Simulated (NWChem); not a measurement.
Molecule: TiF3, doublet; SMILES [F][Ti]([F])[F]

All runs: NWChem. Pople sets run with spherical d functions. Spin-unrestricted. In the optimisation the excess spin sits in a' (C3h, its own frame). Geometry: optimised at PBE-D3(BJ)/def2-SVP, spin-unrestricted. No stability test was run on the SCF state.

Among these, which level gives the highest value of “highest occupied level (eV)”?
A) PBE0/6-31G*
B) PBE0/STO-3G
C) PBE0/3-21G
D) PBE0/def2-TZVPD

B, PBE0/STO-3G. Values: PBE0/def2-TZVPD -7.19; PBE0/6-31G* -6.68; PBE0/3-21G -6.27; PBE0/STO-3G -2.31
